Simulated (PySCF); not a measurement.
Se(OMe)(SeH) (CH4OSe2), SMILES CO[Se][SeH]. Atoms are numbered in the order given.

```xyz
8

Se     0.4960    -0.1874     0.8373
O      1.6715    -0.7199    -0.4244
C      1.2748    -1.8135    -1.2124
H      0.4075    -1.5629    -1.8508
H      2.1268    -2.0545    -1.8662
H      1.0234    -2.7018    -0.6056
Se    -1.1589     0.8714    -0.3795
H     -2.0411    -0.2987    -0.5729
```
Charge 0, spin multiplicity 1.

The structure is a stationary point at PBE0-D3(BJ)/def2-SVP. The structure was generated by enumeration, and PubChem lists no compound with its InChIKey, so it may never have been made. The values are those of a single conformer.

All values below come from PySCF with PBE/pcSseg-1.

GIAO shieldings, no solvent; atoms alike by connectivity are averaged. δ = σ(ref) − σ: ⁷⁷Se against Me2Se (σ = 1634.8 ppm); ¹⁷O against H2O (σ = 334.3 ppm); ¹³C against TMS (σ = 182.0 ppm); ¹H against TMS (σ = 31.49 ppm), references at their B3LYP-D3(BJ)/def2-TZVP geometries, non-relativistic.

```
nucleus       atoms  count  δ (ppm)
-------  ----------  -----  -------
⁷⁷Se            Se1      1   1511.0
⁷⁷Se            Se7      1    127.3
¹⁷O              O2      1     57.9
¹³C              C3      1     64.3
¹H               H8      1     4.90
¹H       H4, H5, H6      3     3.87
```
